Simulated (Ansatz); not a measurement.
Reaction (SMILES): F[SiH] (F-SiH) (closed-shell singlet) → F atom + H atom + Si atom
B3LYP-D3(BJ)/def2-TZVP geometries, fixed; electronic energies without zero-point terms.
Largest species:
```xyz
3

Si    -0.2468    -0.3148     0.4521
H     -0.9813    -1.2112    -0.5591
F      0.4929     0.6243    -0.6411
```

Effect of a fitting basis named in the input at wB97M-V/def2-TZVPP with Ansatz (a program for electronic structure), against the last row, where the atomisation energy is 221.08 kcal/mol. Open shells are unrestricted. The default fits or decomposes integrals by the program's own choice; accuracy: high also tightens integrals, grids and stops.

```csv
setting,largest shift of a total energy (mEh),shift of the atomisation energy (kcal/mol)
fitting: def2-SV(P)-JKFIT,-0.042,-0.002
fitting: def2-universal-JKFIT,-0.042,-0.002
fitting: cc-pVTZ-JKFIT,-0.004,-0.006
fitting: cc-pVQZ-JKFIT,-0.004,-0.009
fitting: cc-pV5Z-JKFIT,-0.004,-0.007
accuracy: high,-0.003,-0.001
accuracy: medium (default),0.000,0.000
```

Within 0.02 kcal/mol in the atomisation energy: fitting: def2-SV(P)-JKFIT; fitting: def2-universal-JKFIT; fitting: cc-pVTZ-JKFIT; fitting: cc-pVQZ-JKFIT; fitting: cc-pV5Z-JKFIT; accuracy: high. The largest shift is 0.042 mEh in a total energy and 0.009 kcal/mol in the difference.
